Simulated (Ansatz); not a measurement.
Stepwise reaction of `[F][Ti]([F])([F])[F]` with ammonia, as a gas-phase model of exchange steps in deposition or etching. ΔE in kJ/mol; ΔG adds harmonic PBE0-D4 terms to CCSD(T)/CBS, at 1 bar.

Gas-phase electronic energies from Ansatz, PBE0-D4/def2-TZVP geometries. CCSD(T)/CBS adds triple-zeta CCSD(T) − MP2 to the extrapolated MP2 energy (def2 sets, frozen cores). This one scheme is used for every species. DFT in def2-TZVPP. B3LYP here is the variant with VWN-RPA as its local correlation; programs differ in this. For Ti outer-core shells are correlated without core-valence functions, which leaves a few kJ/mol of doubt a bond. Scalar relativity is left out up to krypton. Each species was taken in one conformer, which may not be the lowest.

```tsv
step	reaction	PBE-D4	B3LYP-D4	ωB97M-V	CCSD(T)/CBS	ΔG(500 K)
1	`[F][Ti]([F])([F])[F]` + NH₃ → `[NH2][Ti]([F])([F])[F]` + H–F	100.4	96.8	98.8	85.5	62.2
2	`[NH2][Ti]([F])([F])[F]` + NH₃ → `[NH2][Ti]([NH2])([F])[F]` + H–F	105.1	103.5	105.3	90.8	93.4
4	`[NH2][Ti]([NH2])([NH2])[F]` + NH₃ → `[NH2][Ti]([NH2])([NH2])[NH2]` + H–F	125.8	124.7	125.5	111.6	100.5
```

(1) Give the row of step 3, `[NH2][Ti]([NH2])([F])[F]` + NH₃ → `[NH2][Ti]([NH2])([NH2])[F]` + H–F. (Best estimate.)

(2) By hand: ΔE of the 4 steps together at CCSD(T)/CBS.

Results:

(1) Ansatz gave: 
```json
{"step": "3", "reaction": "`[NH2][Ti]([NH2])([F])[F]` + NH₃ → `[NH2][Ti]([NH2])([NH2])[F]` + H–F", "PBE-D4": "110.4", "B3LYP-D4": "109.5", "ωB97M-V": "110.7", "CCSD(T)/CBS": "96.1", "ΔG(500 K)": "99.8"}
```

(2) (85.5) + (90.8) + (96.1) + (111.6) = 384.0 kJ/mol, or 96.0 kJ/mol a step.

In ΔE each step is higher than the one before. All are uphill at CCSD(T)/CBS. ΔG lies between 62.2 and 100.5 kJ/mol a step. PBE-D4 differs from CCSD(T)/CBS by 14.2 to 14.9 kJ/mol a step. Isolated molecules leave out the surface, adducts and barriers. Largest T1 diagnostic: 0.024.
